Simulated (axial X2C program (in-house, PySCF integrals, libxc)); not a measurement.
# BrCuBr⁺: properties at the nuclei

Computed with an in-house all-electron X2C program for linear molecules (integrals from PySCF): two-component X2C with atomic mean-field Coulomb and Gaunt terms, Gaussian nuclei, basis Br dyall-av3z, Cu dyall-v3z with contracted cores.

Br–Cu–Br held linear, with bonds 2.259 and 2.259 Å (near the PBE0 minimum at charge 1 of the determinant lowest at the starting distance; the state shown can have its own minimum elsewhere, held linear; other orders of the atoms were not compared).

Determinant lowest in the PBE0 search, Ω = 3 (⟨Sz⟩ = 1.00, ⟨Lz⟩ = 2.00 at PBE0), spin on the atoms Br 0.43, Cu 0.15, Br 0.43:

| level | A∥/gI Br (MHz) | qzz Br (a.u.) | A∥/gI Cu (MHz) | qzz Cu (a.u.) |
| --- | --- | --- | --- | --- |
| PBE0 | 278 | -1.39 | 95.5 | -0.52 |
| HF | 321 | -3.50 | -0.0429 | -1.43 |
| r2SCAN | 279 | -0.96 | 113 | -0.43 |

Determinant 0.16 eV from it at PBE0 and this distance, Ω = 1 (⟨Sz⟩ = 0.99, ⟨Lz⟩ = 0.01 at PBE0), spin on the atoms Br 0.38, Cu 0.23, Br 0.38:

```tsv
level	A∥/gI Br (MHz)	qzz Br (a.u.)	A∥/gI Cu (MHz)	qzz Cu (a.u.)
PBE0	-172	-1.00	-99.4	-0.10
r2SCAN	-197	-0.67	1.23	-0.10
```

A∥ (defined per Ω) follows by multiplying with gI = μI/(I μN); qzz is the electric field gradient, eQq0 = 234.96 MHz × Q/barn × qzz. The operators were transformed with the bare-nucleus X2C matrices; with these basis sets, hyperfine constants and field gradients can be off by tens of per cent, and where levels differ in sign neither size nor sign is settled.

Problem. With gI(79Br) = 1.4043 (g factors from the IAEA table of nuclear moments by Stone), turn the PBE0 values of the first state into constants in MHz.

Solution. A∥(79Br) = 278 × 1.4043 = 390 MHz.

The molecule was held linear; bending was not examined, so a bent shape may lie lower.

Each state is one determinant with collinear spin, which with several unpaired electrons need not be a pure state. Unrestricted Hartree–Fock can overshoot spin polarisation at the nuclei. With several open shells hyperfine constants can be off by a factor of several. Open-shell Ω = 0 determinants with evenly filled partner blocks cannot be reached by this program, so the Ω shown need not be the lowest component. Left out as unconverged or as another state under the same occupation: HF in at least one table. At r2SCAN a later determinant lies lower. States lie within half an eV, so the first need not be the ground state. Where a field gradient or hyperfine factor spreads by more than a factor of two over the levels, a constant derived from it is not to be relied on. PBE0 term energies can be off by some tenths of an eV.
